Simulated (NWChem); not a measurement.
# trimethylarsine (C3H9As); SMILES C[As](C)C

Program: NWChem. Pople sets run with spherical d functions. All runs use the structure optimised with PBE0/def2-SVP. Computed dipoles belong to the equilibrium geometry; the measured one is vibrationally averaged.

Measured dipole moment: 0.86 D (NIST CCCBDB, as tabulated in the package chemicals).

| level | dipole moment (D) | computed − measured |
|---|---|---|
| B3LYP/STO-3G | 0.76 | -0.10 |
| B3LYP/3-21G | 0.94 | +0.08 |
| B3LYP/6-31G* | 1.21 | +0.35 |
| B3LYP/def2-SVP | 0.91 | +0.05 |
| B3LYP/def2-SVPD | 0.95 | +0.09 |
| B3LYP/def2-TZVP | 0.86 | 0.00 |
| B3LYP/aug-cc-pVTZ | 0.93 | +0.07 |
